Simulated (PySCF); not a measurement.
FGaH2.

```xyz
4

Ga     0.0000     0.0000     0.3496
H      0.0000     1.4259     0.9729
H      0.0000    -1.4259     0.9729
F      0.0000     0.0000    -1.4205
```

Coordinates come from a B3LYP-D3(BJ)/def2-TZVP optimisation.

These are PySCF with HF/pcSseg-2 values and carry that method's errors. Non-relativistic, no solvent.

Computed absolute GIAO shielding of each atom: isotropic value and principal components (ppm):
| atom | σ(iso) | σ11 | σ22 | σ33 | span |
|---|---|---|---|---|---|
| Ga1 | 1598.2 | 1393.2 | 1460.8 | 1940.7 | 547.5 |
| H2 | 26.8 | 21.2 | 21.4 | 37.7 | 16.4 |
| H3 | 26.8 | 21.2 | 21.4 | 37.7 | 16.4 |
| F4 | 376.5 | 256.2 | 375.6 | 497.7 | 241.5 |
